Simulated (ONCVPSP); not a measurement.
Cutoff test, oxygen, ONCV

```
Element                 : oxygen (O)
Generator               : ONCVPSP 4.0.1
Type                    : optimised norm-conserving Vanderbilt (ONCV)
Functional              : LDA (Perdew-Wang 92)
Relativity              : scalar-relativistic
Frozen core             : [He]
Valence charge          : 6
Reference configuration : 2s1 2p5
Partial waves           : 2s: rc 0.65 bohr, ncon 3, nbas 6, qcut 12.9 1/bohr, 2 projectors, debl 2.7 Ha; 2p: rc 1.75 bohr, ncon 4, nbas 7, qcut 6.1 1/bohr, 3 projectors, debl 3.1 Ha; d scattering state at 0.46 Ha: rc 1.45 bohr, ncon 4, nbas 8, qcut 7.5 1/bohr, 3 projectors, debl 1 Ha
Local potential         : polynomial inside 0.60 bohr (lpopt 4, dvloc0 3 Ha)
Core correction         : Teter function fitted to the true core (icmod 2), fcfact 0.4
```

**Question.** For each optimised wave give the share of its norm inside rc, the residual kinetic energy above qcut (Ha) and the cutoffs (Ha) for errors of 10, 1, 0.1 and 0.01 mHa per electron.

**Answer.**

```json
{"wave": "2s", "norm inside rc": "0.147", "residual KE": "6.0e-05", "10 mHa": "29.1", "1 mHa": "41.6", "0.1 mHa": "56.4", "0.01 mHa": "249.6"}
{"wave": "s projector 2", "norm inside rc": "0.060", "residual KE": "5.9e-04", "10 mHa": "42.0", "1 mHa": "74.8", "0.1 mHa": "272.8", "0.01 mHa": "463.6"}
{"wave": "2p", "norm inside rc": "0.801", "residual KE": "6.7e-04", "10 mHa": "14.2", "1 mHa": "17.8", "0.1 mHa": "42.6", "0.01 mHa": "53.1"}
{"wave": "p projector 2", "norm inside rc": "0.136", "residual KE": "5.6e-03", "10 mHa": "17.2", "1 mHa": "34.8", "0.1 mHa": "62.6", "0.01 mHa": "71.2"}
{"wave": "p projector 3", "norm inside rc": "0.105", "residual KE": "3.9e-02", "10 mHa": "22.1", "1 mHa": "38.4", "0.1 mHa": "65.5", "0.01 mHa": "75.3"}
{"wave": "d projector 1", "norm inside rc": "0.019", "residual KE": "8.9e-07", "10 mHa": "2.5", "1 mHa": "8.0", "0.1 mHa": "15.4", "0.01 mHa": "22.1"}
{"wave": "d projector 2", "norm inside rc": "0.102", "residual KE": "1.3e-05", "10 mHa": "8.4", "1 mHa": "16.0", "0.1 mHa": "23.0", "0.01 mHa": "28.9"}
{"wave": "d projector 3", "norm inside rc": "0.120", "residual KE": "4.7e-05", "10 mHa": "11.6", "1 mHa": "19.4", "0.1 mHa": "26.1", "0.01 mHa": "32.0"}
```

The occupied waves need 42 Ha and 56 Ha for 1 and 0.1 mHa. Note: ghosts flagged at negative energy: s at -309.0 eV; no localised positive-energy state flagged. A true bound ghost makes a file unfit for plane-wave use. Its largest configuration-test error is +1113 meV.
